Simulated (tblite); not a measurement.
Species: C6H3F3O.
SMILES with atom numbers: `[F:1][C:2]([F:3])=[C:4]([F:5])[c:6]1[cH:7][cH:8][cH:9][o:10]1` (hydrogens: H11 on C7; H12 on C8; H13 on C9)

Computed with GFN2-xTB (tblite), gas phase: Langevin dynamics at 300 K from the optimised GFN2-xTB geometry, time step 0.5 fs, friction 0.01 fs⁻¹, 2000 steps.

Start geometry:
```
atom  x, y, z in Å
F1     -2.188   -0.347   -1.810
C2     -2.416    0.116   -0.591
F3     -3.705    0.356   -0.407
C4     -1.462    0.315    0.326
F5     -1.830    0.792    1.531
C6     -0.050    0.069    0.170
C7      0.977    0.247    1.067
C8      2.150   -0.152    0.393
C9      1.754   -0.539   -0.854
O10     0.429   -0.409   -0.998
H11     0.889    0.614    2.068
H12     3.146   -0.151    0.783
H13     2.303   -0.910   -1.696
```

The statistics below take the 31 frames saved every 25 fs from 250 to 1000 fs; their kinetic temperature (all 3N coordinates) averages 299 K.

Task: How do the bond lengths spread?

Result: 
```tsv
bond	start (Å)	mean (Å)	standard deviation (Å)	shortest (Å)	longest (Å)
F1–C2	1.324	1.319	0.022	1.271	1.385
C2–F3	1.324	1.333	0.023	1.289	1.378
C2=C4	1.338	1.339	0.020	1.291	1.372
C4–F5	1.347	1.354	0.029	1.307	1.405
C4–C6	1.442	1.439	0.026	1.377	1.499
C6–C7	1.375	1.374	0.022	1.338	1.428
C7–C8	1.410	1.406	0.018	1.371	1.444
C8–C9	1.363	1.367	0.029	1.327	1.445
C9–O10	1.340	1.340	0.026	1.300	1.408
C6–O10	1.350	1.365	0.024	1.314	1.429
C7–H11	1.070	1.077	0.027	1.035	1.129
C8–H12	1.070	1.074	0.027	1.027	1.118
C9–H13	1.072	1.077	0.026	1.034	1.127
```

Task: How far does each atom move about its mean position (frames aligned on the start, all atoms weighted alike), and what rms force does it feel?

Result: 
| atom | rms displacement (Å) | rms force (eV/Å) |
| --- | --- | --- |
| F1 | 0.27 | 1.04 |
| C2 | 0.08 | 1.68 |
| F3 | 0.16 | 0.99 |
| C4 | 0.09 | 1.77 |
| F5 | 0.21 | 1.06 |
| C6 | 0.11 | 1.88 |
| C7 | 0.10 | 1.89 |
| C8 | 0.06 | 1.96 |
| C9 | 0.09 | 1.89 |
| O10 | 0.14 | 1.68 |
| H11 | 0.19 | 1.02 |
| H12 | 0.16 | 1.00 |
| H13 | 0.18 | 0.95 |

The displacements run from 0.06 to 0.27 Å, the largest at F1.

Task: Follow the torsion C2–C4–C6–C7 through every second one of these frames.

Result: 
```
t (fs)  C2–C4–C6–C7 (°)
   250             -158
   300             -159
   350             -167
   400             -179
   450             -172
   500             -171
   550              172
   600              172
   650             -176
   700             -178
   750              179
   800             -173
   850             -174
   900              166
   950              163
  1000              175
```

Largest departure from the start value over all these frames: C2–C4–C6–C7 22° (start 180°).

Task: How widely does the potential energy scatter, against a harmonic estimate?

Result: Mean 0.42 eV above the start, standard deviation 0.105 eV, range 0.29 to 0.68 eV. For 33 classical harmonic modes at 300 K the canonical values are 33kT/2 = 0.43 eV and kT·√(33/2) = 0.105 eV.

The run is classical and short, so these are rough statistics of one trajectory.

What follows is the cost of the whole dynamics run. The run took 19 s wall on an Arm Neoverse N1 with one thread, no GPU, shared host, and the process peaked at 0.18 GiB of memory.
